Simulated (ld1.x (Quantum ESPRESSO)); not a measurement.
boron: variants of one ultrasoft potential

Base potential:

| Property | Result |
| --- | --- |
| Element | B (Z = 5) |
| Generator | ld1.x (Quantum ESPRESSO) 7.5 |
| Type | ultrasoft |
| Functional | LDA (PZ) |
| Relativity | non-relativistic |
| Frozen core | [He] |
| Valence charge | 3 |
| Reference configuration | 2s1.75 2p1.25 |
| Partial waves | 2s (bound): rcut 1.45, rcutus 1.75 bohr; 2s channel at -0.4 Ry: rcut 1.45, rcutus 1.75 bohr; 2p (bound): rcut 1.95, rcutus 2.45 bohr; 2p channel at 1.85 Ry: rcut 1.95, rcutus 2.45 bohr; 3d channel at -0.05 Ry: rcut 1.90, rcutus 2.10 bohr; 3d channel at 2 Ry: rcut 1.90, rcutus 2.10 bohr |
| Local potential | all-electron potential smoothed inside 2.00 bohr (lloc = -2) |
| Core correction | none |
| Augmentation charge | PSQ, inside the norm-conserving radii |

All-electron outer shells of the reference configuration (LDA (PZ), non-relativistic, ld1.x):

```csv
shell,level (eV),outermost node (bohr),outermost maximum (bohr)
2s,-9.51,0.46,1.52
2p,-3.84,–,1.55
```

Cutoffs, loose and tight: the cutoffs (Ry, on a coarse ladder) from which the occupation-weighted sum of valence levels, in a spherical-Bessel basis at the reference potential, stays within 10 and 1 mRy of its value at 400 Ry. They do not see the model core or the augmentation charge, which bear on the density cutoff. Test errors are all-electron minus pseudo excitation energies from the reference, over the configurations 2s2 2p1; 2s2 2p0; 2s1 2p0; 2s2 2p0.5; 2s1 2p2; 2s0 2p3; 2s1 2p1 (two spin-polarised tests are not counted in the largest error). A dash means not determined; rows that change the core or the reference have their own tests.

```csv
change,outcome,"cutoff, loose","cutoff, tight",bound ghosts,largest test error (meV)
base,generated,8 Ry,12 Ry,none,+165
core correction a·sin(br)/r model core inside 0.70 bohr,generated,8 Ry,12 Ry,none,+93
core correction a·sin(br)/r model core inside 1.22 bohr,generated,8 Ry,12 Ry,none,+146
core correction a·sin(br)/r model core inside 1.38 bohr,generated,8 Ry,12 Ry,none,+157
core correction a·sin(br)/r model core inside 1.62 bohr,generated,8 Ry,12 Ry,none,+163
core correction a·sin(br)/r model core inside 1.72 bohr,generated,8 Ry,12 Ry,none,+164
core correction a·sin(br)/r model core inside 1.96 bohr,generated,8 Ry,12 Ry,none,+165
core correction a·sin(br)/r model core inside 2.12 bohr,generated,8 Ry,12 Ry,none,+165
```

(1) What comes out with this change to the base: core correction a·sin(br)/r model core inside 1.02 bohr?

(2) What comes out with this change to the base: core correction a·sin(br)/r model core inside 0.90 bohr?

Answers

(1) outcome: generated; cutoff, loose: 8 Ry; cutoff, tight: 12 Ry; bound ghosts: none; largest test error (meV): +123.

(2) outcome: generated; cutoff, loose: 8 Ry; cutoff, tight: 12 Ry; bound ghosts: none; largest test error (meV): +108.
